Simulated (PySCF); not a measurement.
Radial density of Ne³⁺ (neon, charge +3)

r2SCAN, [He] 2s2 2p3, high-spin 4S determinant. Calculation: PySCF 2.14, in cc-pVTZ-DK (4s3p2d1f, 30 functions); scalar relativity by spin-free X2C-1e.

| r (bohr) | 4πr²ρ (e/bohr) | 4πr²(ρα − ρβ) |
| --- | --- | --- |
| 0.00290 | 0.06760 | 0.0000 |
| 0.00488 | 0.1821 | 0.0000 |
| 0.00821 | 0.4700 | 0.0000 |
| 0.0138 | 1.172 | 0.0001 |
| 0.0232 | 2.720 | 0.0009 |
| 0.0391 | 5.583 | 0.0061 |
| 0.0657 | 9.276 | 0.0382 |
| 0.111 | 10.92 | 0.2086 |
| 0.186 | 7.665 | 0.8383 |
| 0.313 | 4.602 | 2.3974 |
| 0.526 | 6.219 | 3.7748 |
| 0.885 | 4.523 | 2.4744 |
| 1.49 | 0.7804 | 0.4342 |
| 2.50 | 0.01494 | 0.0069 |
| 4.21 | 2.726e-05 | 0.0000 |

Densities and radii are taken from the X2C orbitals without a picture-change correction, which distorts them close to the nucleus.
